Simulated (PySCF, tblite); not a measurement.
Isomers of C2H10O3SSi3, one GFN2-xTB conformer each. Single-point energies are computed at PBE0/pcSseg-1 (PySCF, gas phase, no added dispersion term), electronic only.

```
                                SMILES  GFN2-xTB relative energy (kcal/mol)
            CS[Si]1(C)O[SiH2]O[SiH2]O1                                  0.0
C[S@@](=O)[C@H]1[SiH2]O[Si@@H]1O[SiH3]                                119.3
```

Conformers: `[CH3:1][S:2][Si:3]1([CH3:4])[O:5][SiH2:6][O:7][SiH2:8][O:9]1` with C1–S2–Si3–C4 180°; `[CH3:1][S@@:2](=[O:3])[C@H:4]1[SiH2:5][O:6][Si@@H:7]1[O:8][SiH3:9]` with C1–S2–C4–Si5 -166°, O6–Si7–O8–Si9 3°.

Q: What does PBE0/pcSseg-1 give for the same structures?

A: 
```tsv
SMILES	PBE0/pcSseg-1 E (Eh)	PBE0/pcSseg-1 (kcal/mol)	GFN2-xTB (kcal/mol)	point group
CS[Si]1(C)O[SiH2]O[SiH2]O1	-1573.95507	0.0	0.0	Cs
C[S@@](=O)[C@H]1[SiH2]O[Si@@H]1O[SiH3]	-1573.74139	134.1	119.3	C1
```

Both levels put the same isomer lowest. As drawn, the higher has a four-membered ring and an S=O bond, which the lower lacks.

Q: Which frontier levels, dipoles and rotational constants go with these structures?

A: 
| SMILES | HOMO (eV, PBE0/pcSseg-1) | LUMO (eV) | dipole (D) | A, B, C (MHz) |
| --- | --- | --- | --- | --- |
| CS[Si]1(C)O[SiH2]O[SiH2]O1 | -6.83 | 0.38 | 1.55 | 1183, 717.0, 689.1 |
| C[S@@](=O)[C@H]1[SiH2]O[Si@@H]1O[SiH3] | -6.61 | -0.36 | 4.07 | 1426, 573.1, 464.3 |

Q: What happens when harmonic zero-point energies from GFN2-xTB frequencies are added?

A: 
```tsv
SMILES	ZPE (kcal/mol)	electronic (kcal/mol)	with ZPE (kcal/mol)
CS[Si]1(C)O[SiH2]O[SiH2]O1	77.9	0.0	0.0
C[S@@](=O)[C@H]1[SiH2]O[Si@@H]1O[SiH3]	72.8	134.1	129.0
```

The zero-point energies span 5.1 kcal/mol. The order is unchanged.
